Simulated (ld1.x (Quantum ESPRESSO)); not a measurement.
Plane-wave convergence, TM potential for Al

| Item | Value |
| --- | --- |
| Element | aluminium (Al) |
| Generator | ld1.x (Quantum ESPRESSO) 7.5 |
| Type | norm-conserving Troullier–Martins (Kleinman–Bylander form) |
| Functional | PBE |
| Relativity | scalar-relativistic |
| Frozen core | [Ne] |
| Valence charge | 3 |
| Reference configuration | 3s2 3p0 (charge +1) |
| Partial waves | 3s (bound): rc 1.75 bohr; 3p (bound, empty): rc 2.05 bohr; 3d channel at 0.15 Ry: rc 2.05 bohr |
| Local potential | all-electron potential smoothed inside 1.30 bohr (lloc = -1) |
| Core correction | Bessel-smoothed model core, default radius (core density twice the valence density) |

The pseudo-atom Hamiltonian at the reference potential is diagonalised in spherical Bessel functions j_l(qr) that vanish at 20 bohr, with q² up to the cutoff. All-electron valence levels (Ry): 3s -1.0885, 3p -0.6654.

**Question.** How do the lowest levels (Ry) of each channel move with the cutoff, and are there ghosts?

**Answer.**

```json
{"cutoff (Ry)": "8", "s #1": "-1.0796", "s #2": "-0.2774", "p #1": "-0.6650", "d #1": "-0.2242", "f #1": "-0.0517", "f #2": "0.0445", "Σ f·Δε (mRy)": "17.9"}
{"cutoff (Ry)": "10", "s #1": "-1.0849", "s #2": "-0.2782", "p #1": "-0.6652", "d #1": "-0.2256", "f #1": "-0.0517", "f #2": "0.0445", "Σ f·Δε (mRy)": "7.4"}
{"cutoff (Ry)": "12", "s #1": "-1.0867", "s #2": "-0.2784", "p #1": "-0.6653", "d #1": "-0.2266", "f #1": "-0.0517", "f #2": "0.0445", "Σ f·Δε (mRy)": "3.6"}
{"cutoff (Ry)": "15", "s #1": "-1.0871", "s #2": "-0.2784", "p #1": "-0.6653", "d #1": "-0.2275", "f #1": "-0.0517", "f #2": "0.0444", "Σ f·Δε (mRy)": "2.9"}
{"cutoff (Ry)": "18", "s #1": "-1.0872", "s #2": "-0.2785", "p #1": "-0.6653", "d #1": "-0.2284", "f #1": "-0.0517", "f #2": "0.0444", "Σ f·Δε (mRy)": "2.7"}
{"cutoff (Ry)": "21", "s #1": "-1.0874", "s #2": "-0.2788", "p #1": "-0.6653", "d #1": "-0.2288", "f #1": "-0.0517", "f #2": "0.0444", "Σ f·Δε (mRy)": "2.2"}
{"cutoff (Ry)": "25", "s #1": "-1.0878", "s #2": "-0.2791", "p #1": "-0.6654", "d #1": "-0.2290", "f #1": "-0.0517", "f #2": "0.0444", "Σ f·Δε (mRy)": "1.5"}
{"cutoff (Ry)": "30", "s #1": "-1.0883", "s #2": "-0.2794", "p #1": "-0.6654", "d #1": "-0.2292", "f #1": "-0.0517", "f #2": "0.0444", "Σ f·Δε (mRy)": "0.5"}
{"cutoff (Ry)": "35", "s #1": "-1.0885", "s #2": "-0.2795", "p #1": "-0.6654", "d #1": "-0.2292", "f #1": "-0.0517", "f #2": "0.0444", "Σ f·Δε (mRy)": "0.2"}
{"cutoff (Ry)": "40", "s #1": "-1.0885", "s #2": "-0.2796", "p #1": "-0.6654", "d #1": "-0.2292", "f #1": "-0.0517", "f #2": "0.0444", "Σ f·Δε (mRy)": "0.1"}
{"cutoff (Ry)": "400", "s #1": "-1.0885", "s #2": "-0.2796", "p #1": "-0.6654", "d #1": "-0.2292", "f #1": "-0.0517", "f #2": "0.0444", "Σ f·Δε (mRy)": "0.0"}
```

Result: no extra level below or beside the all-electron valence levels (s, p, d, f tested); 10 mRy is reached at 10 Ry and 1 mRy at 30 Ry.
